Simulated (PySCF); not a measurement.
C5H10, SMILES CC1(C)CC1.

Geometry: PBE0-D3(BJ)/def2-SVP.

Computed with TDA-PBE/def2-SVPD (PySCF 2.14.0).

Vertical excitations. Isolated molecule, no solvent. State labels are in the subgroup C2v.

Computed excitation energies, oscillator strengths and character:
```
state  symmetry  energy (eV)  λ (nm)      f           main pairs
-----  --------  -----------  ------  -----  -------------------
S1           B1         6.50     191  0.036      HOMO→LUMO 100 %
S2           A1         7.02     177  0.026     HOMO−1→LUMO 99 %
S3           A2         7.36     169  0.000    HOMO→LUMO+1 100 %
S4           A1         7.44     167  0.003     HOMO→LUMO+2 98 %
S5           B1         7.45     166  0.001    HOMO→LUMO+3 100 %
S6           B2         7.87     158  0.002  HOMO−1→LUMO+1 100 %
S7           B1         7.99     155  0.066   HOMO−1→LUMO+2 96 %
S8           A1         8.00     155  0.003   HOMO−1→LUMO+3 98 %
S9           A2         8.01     155  0.000    HOMO→LUMO+4 100 %
S10          B1         8.29     149  0.035     HOMO→LUMO+6 97 %
T1           B1         6.41     193      0      HOMO→LUMO 100 %
T2           A1         6.91     179      0    HOMO−1→LUMO 100 %
T3           A1         7.27     171      0     HOMO→LUMO+2 99 %
T4           A2         7.28     170      0     HOMO→LUMO+1 99 %
```
Triplets are in the Tamm–Dancoff approximation.
